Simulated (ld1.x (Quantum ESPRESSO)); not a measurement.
Logarithmic derivatives: copper (Cu), TM semilocal

ld1.x (Quantum ESPRESSO) 7.5 input, shortened:

```
&input
   title='Cu', zed=29., rel=1, dft='BP', iswitch=3,
   config='[Ar] 3d10 4s1 4p0'
 /
 &inputp
   pseudotype=1, tm=.true., lloc=2,
   nlcc=.true.
 /
3
3S  1  0   2.00   0.00  0.65  0.65  0.0
3P  2  1   6.00   0.00  1.00  1.00  0.0
3D  3  2  10.00   0.00  1.50  1.50  0.0
 &test
   configts(1)='3s2 3p6 3d10 4s1 4p0'
 /
```

Occupied shells without a wave of their own: 4s. They enter only through the test configuration that unscreens the potential, and ld1.x also counts them in the model core charge.

The phase is arctan(r·u′/u) with u = r·R(r), unwrapped; energies in Ry, scanned from -10 to 5 Ry. A pole is an energy at which the radial function vanishes at the test radius. The pseudo phase is shifted by a multiple of π to meet the all-electron one at the reference energy, and phase errors are pseudo minus all-electron; the curves can meet again beyond the range given. Levels narrower than the energy grid can be missing from the lists of poles.

| channel | radius (bohr) | reference energy (Ry) | poles, all-electron | poles, pseudo | unbroken range about the reference energy with phases within 0.05 rad | phase error 1 Ry above the reference energy (rad) |
| --- | --- | --- | --- | --- | --- | --- |
| s | 1.65 | -8.44 | -8.29 | -8.29 | the whole range | -0.000 |
| p | 1.65 | -5.31 | -5.05 | -5.05 | below 2.6 | -0.000 |
| d | 1.65 | -0.38 | 0.31 | 0.35 | below 1.9 | +0.020 |

ld1.x takes every shell without a wave as core, so the model core holds the 4s electrons as well and exchange and correlation see them twice. This cancels in the reference configuration, but the file is broken for other ones, and its errors say nothing about a proper core correction.

Phases in the d channel:

| E (Ry) | all-electron | pseudo |
| --- | --- | --- |
| -10.00 | 1.384 | 1.386 |
| -9.52 | 1.380 | 1.381 |
| -9.04 | 1.375 | 1.377 |
| -8.56 | 1.369 | 1.372 |
| -8.08 | 1.364 | 1.366 |
| -7.60 | 1.358 | 1.360 |
| -7.12 | 1.351 | 1.354 |
| -6.64 | 1.343 | 1.347 |
| -6.16 | 1.335 | 1.338 |
| -5.68 | 1.325 | 1.329 |
| -5.20 | 1.314 | 1.319 |
| -4.72 | 1.301 | 1.307 |
| -4.24 | 1.286 | 1.292 |
| -3.76 | 1.268 | 1.275 |
| -3.28 | 1.244 | 1.253 |
| -2.80 | 1.213 | 1.223 |
| -2.32 | 1.168 | 1.180 |
| -1.84 | 1.095 | 1.111 |
| -1.36 | 0.949 | 0.969 |
| -0.88 | 0.498 | 0.523 |
| -0.40 | -0.886 | -0.886 |
| 0.08 | -1.468 | -1.458 |
| 0.56 | -1.646 | -1.628 |
| 1.04 | -1.741 | -1.713 |
| 1.52 | -1.809 | -1.772 |
| 2.00 | -1.872 | -1.820 |
| 2.48 | -1.937 | -1.865 |
| 2.96 | -2.014 | -1.913 |
| 3.44 | -2.114 | -1.967 |
| 3.92 | -2.255 | -2.031 |
| 4.40 | -2.468 | -2.112 |
| 4.88 | -2.798 | -2.221 |
